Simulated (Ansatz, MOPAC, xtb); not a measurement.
Diatomic O2+, multiplicity 2 (the spin of the measured ground state). The T1 diagnostic near the minimum is 0.072, so single-reference values are doubtful.

Constants: fifth-degree fit in 1/R to seven points, most abundant isotopes. Runs in def2 and cc sets follow the lowest solution found near the PBE0 minimum.

Frozen-core correlation. The state that PM7 reach isn't checked; PM7 holds dispersion and hydrogen-bond terms.

The values were computed with Ansatz (Gaussian basis) for Hartree–Fock, density functionals and correlated methods; MOPAC for PM7 (differences of heats of formation); xtb for the GFN methods. Each number belongs to the level named beside it. The GFN methods have no spin term and hold the electronic entropy of 300 K.

| level | r_e (Å) | ω_e (cm⁻¹) | ω_e x_e (cm⁻¹) |
|---|---|---|---|
| PM7 | 1.063 | 1831 | 4.2 |
| GFN1-xTB | 1.091 | 2151 | 11 |
| GFN2-xTB | 1.099 | 1987 | 10 |
| r2SCAN/def2-TZVPP | 1.109 | ? | 13 |
| B3LYP/def2-TZVPP | 1.106 | 2053 | 13 |
| wB97X-V/def2-TZVPP | 1.102 | 2130 | 12 |
| wB97M-V/def2-TZVPP | 1.101 | 2117 | 12 |
| B2PLYP/def2-TZVPP | ? | ? | 20 |

Problem. Complete the blanks.

Solution. 
- B2PLYP/def2-TZVPP, r_e (Å): 1.122
- B2PLYP/def2-TZVPP, ω_e (cm⁻¹): 1839
- r2SCAN/def2-TZVPP, ω_e (cm⁻¹): 2026

Measured for the ground state: r_e 1.1164 Å [Huber and Herzberg (1979), NIST Chemistry WebBook]. ω_e 1905.9 cm-1, ω_e x_e 16.489 cm-1, B_e 1.6898 cm-1, α_e 0.019363 cm-1 [Irikura, J. Phys. Chem. Ref. Data 36, 389 (2007)].

Ansatz is a first-principles code.
